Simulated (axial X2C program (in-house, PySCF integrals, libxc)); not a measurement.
**Correcting the dissociation energy of GeTe for spin–orbit coupling**

A spin-free PBE0 curve (one-electron X2C) was computed with an in-house all-electron X2C program for linear molecules (integrals from PySCF), basis Te dyall-cv3z [11s12p8d4f1g], Ge dyall-cv3z [9s9p7d4f1g] (cores contracted in-house), for the state M_S = 0, Λ = 0 (closed shell). It gives D0 = 4.322 eV to Te + Ge, which in a spin-free picture are the weighted means of the ground terms.

Measured levels of the ground terms (NIST Handbook of Basic Atomic Spectroscopic Data), in cm⁻¹: Te 3P: J = 2 at 0, J = 0 at 4706.5, J = 1 at 4750.7; Ge 3P: J = 0 at 0, J = 1 at 557.1, J = 2 at 1410.

The molecular state has Λ = 0, so it has no first-order lowering.

**Question.** How far does each ground level lie under the (2J+1)-weighted mean of its term?

**Answer.** Te: (5 × 0 + 1 × 4706.5 + 3 × 4750.7)/9 = 2107 cm⁻¹; Ge: (1 × 0 + 3 × 557.1 + 5 × 1410)/9 = 969 cm⁻¹.

**Question.** Correct D0.

**Answer.** D0 = 4.322 + (0 − 3076)/8065.5 = 3.941 eV at PBE0 with these spin–orbit terms.

Second-order spin–orbit effects in the molecule, which grow quickly with Z, are left out. The state is one determinant whose occupation by symmetry is held fixed; it was picked as the lowest of a PBE0 search that is not exhaustive. Dissociation energies refer to the lowest single-determinant-based atoms at the same level and basis.
